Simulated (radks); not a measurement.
Values are calculated unless marked as measured or tabulated.
Q: Successive ionisation energies (eV) of one element, from differences of total energies of ions in their ground configurations, starting at charge 0: 12.493, 21.125, 30.193, 43.230, 53.857, 64.618, 88.807, 102.69, 181.32, 205.93, 231.20, 257.08, 283.50, 318.62, 347.09, 376.12, 405.65, 435.64, 549.91, 580.86, 611.42, 652.90. Code: a radial shooting solver on a logarithmic mesh with Libxc functionals. Model: non-relativistic Kohn-Sham, TPSS, spin-polarised, spherical densities, point nucleus; open shells are filled with parallel spins first (spin-orbit coupling, left out, can overturn this in heavy ions); meta-GGA in the generalised Kohn-Sham scheme; relativity is left out, which matters for an element this heavy. Which element is it?

A: Xenon (Z = 54). The first species listed is Xe in [Xe], the last Xe21+ in [Ar] 3d10 4s2 4p3.
